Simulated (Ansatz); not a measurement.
BiI2 (SMILES [I][Bi+][I]), charge +1, singlet, geometry from GFN2-xTB (such geometries of metal compounds can be far from the true shape) (core potentials on Bi, I); PBE/def2-SVPD (Ansatz, an electronic-structure program).

Ansatz was given this input:
Ansatz 0.2 input:
```yaml
crystal:
  periodic: [false, false, false]
  atoms:
    - {symbol: Bi, position_ang: [0.86767310, 0.43113642, 0.27718616]}
    - {symbol: I, position_ang: [-1.00884033, 1.16616633, -1.52475723]}
    - {symbol: I, position_ang: [-0.34996849, -1.84134224, 1.09067324]}
basis:
  gaussian:
    orbitals: def2-SVPD
hamiltonian:
  xc: pbe
total_charge: 1
```

Task: Predict the main parts of the log of this Ansatz run.

Result: 
```
Functional definition: PBE
1090 factors; their error is unknown
mean field evaluation 1: about -22033.5794 eV, gradient 2.9e1 eV
mean field evaluation 2: about -22000.1951 eV, gradient 8.8e1 eV
mean field evaluation 4: about -22036.8797 eV, gradient 8.6e0 eV
mean field evaluation 8: about -22037.1601 eV, gradient 1.0e-1 eV
mean field evaluation 16: about -22028.2321 eV, gradient 2.7e1 eV
mean field -22037.16010859 eV, -809.8506966672 hartree, gradient 8.5e-5 eV, S^2 0.000000; 3 other end points of the search recorded, 0 dependent functions left out
reference -22037.16017647 eV, -809.8506991617 hartree; 36, 36 occupied and 66, 66 virtual orbitals, 1090 factors
Total energy: -22037.16017647 eV, -809.8506991617 hartree
```
